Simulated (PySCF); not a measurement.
Species: CH5B2FOS.
Atom-mapped SMILES: `[BH2:1][O:2][BH:3][S:4][CH2:5][F:6]` (hydrogens: H7, H8 on B1; H9 on B3; H10, H11 on C5)

Computed by this run: PySCF 2.14.0, PBE0-D3(BJ)/def2-SVP geometry optimisation, gas phase; density fitting, grid level 1; the optimiser is geomeTRIC in internal coordinates, started from a GFN2-xTB structure with every atom displaced at random (about 0.01 Å).

Step 0: E = -18051.8879 eV
```
atom  x, y, z in Å  |  force x, y, z in eV/Å
B1      2.8818    0.0193    0.5859   -0.566   0.454  -0.471
O2      1.5740    0.2252    0.4431    1.085  -0.174   0.129
B3      0.2810    0.3603    0.2897   -0.828  -0.256  -0.084
S4     -0.6873   -1.0870   -0.1427   -1.001  -0.142  -0.124
C5     -2.3908   -0.3577   -0.0544    0.774   0.223   1.224
F6     -2.6705    0.1046    1.2073    0.159  -0.193  -0.196
H7      3.5692    0.1573   -0.3600    0.485  -0.013  -0.694
H8      3.3099   -0.2089    1.6410    0.399  -0.372   1.155
H9     -0.2434    1.4011    0.4510   -0.348   0.705   0.055
H10    -3.1115   -1.1355   -0.2791   -0.184  -0.480  -0.396
H11    -2.4745    0.4956   -0.7177    0.024   0.247  -0.596
```

**Question.** Estimate the geometry and energy of step 1. (The exact step hangs on the optimiser's Hessian estimate; all steps are aligned on step 0, rigid shifts and turns removed.)

**Answer.** E = -18052.0039 eV, largest force 0.324 eV/Å
```
atom  x, y, z in Å  |  force x, y, z in eV/Å
B1      2.8768    0.0436    0.6156    0.187  -0.034   0.148
O2      1.5744    0.2005    0.3842   -0.101  -0.015  -0.108
B3      0.2632    0.3427    0.1819   -0.074   0.065   0.062
S4     -0.7484   -1.0903   -0.2705    0.029   0.038   0.149
C5     -2.3830   -0.3419    0.0104   -0.004  -0.119  -0.301
F6     -2.5672    0.0073    1.3060   -0.017   0.029   0.069
H7      3.6475    0.1404   -0.3123    0.002  -0.003  -0.005
H8      3.2422   -0.1855    1.7524   -0.040   0.016  -0.131
H9     -0.2578    1.4267    0.3082    0.021  -0.041  -0.006
H10    -3.1181   -1.1152   -0.2752    0.034   0.117   0.008
H11    -2.4915    0.5459   -0.6366   -0.037  -0.054   0.115
```

The energy changes by -0.1160 eV. The first-order estimate −F·Δx gives -0.2742 eV and the mean of the old and new forces, exact on a quadratic surface, -0.1172 eV. The step makes an angle of 76° with the force vector and moves no atom by more than 0.173 Å.

The cost below is that of the whole optimisation. The run took 41 s on one thread of an Arm Neoverse V1, no GPU (shared host), and the process peaked at 0.45 GiB of memory.
